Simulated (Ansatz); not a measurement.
```yaml
crystal:
  periodic: [false, false, false]
  atoms:
    - {symbol: Ga, position_ang: [1.280905, -0.702040, 1.506996]}
    - {symbol: Ga, position_ang: [0.039799, 1.578712, -0.956542]}
    - {symbol: Ga, position_ang: [-0.090036, 1.417468, 1.544804]}
    - {symbol: Ga, position_ang: [-0.651423, -1.912122, -0.570299]}
    - {symbol: Ga, position_ang: [-2.019915, 0.209083, -0.529057]}
    - {symbol: Ga, position_ang: [1.440670, -0.591101, -0.995903]}
basis:
  gaussian: {orbitals: def2-TZVPD}
total_charge: -1
magnetization: {spin_polarized: true, initial_magnetization: 1}
hamiltonian: {xc: pbe0, dispersion: d4}
scf: {omitted_lower_state_checks: [starts]}
output: {orbitals: {seedname: orbitals}}
```

```sh
$ ansatz run in.yaml --threads 4 --pin off --events-out ev --progress --plain --max-ram 4787MiB
```

Task: Does this run fit into the memory that it is given?

Result: No. It has 324 basis functions, and Ansatz plans for 6 GiB where 5 GiB are given.
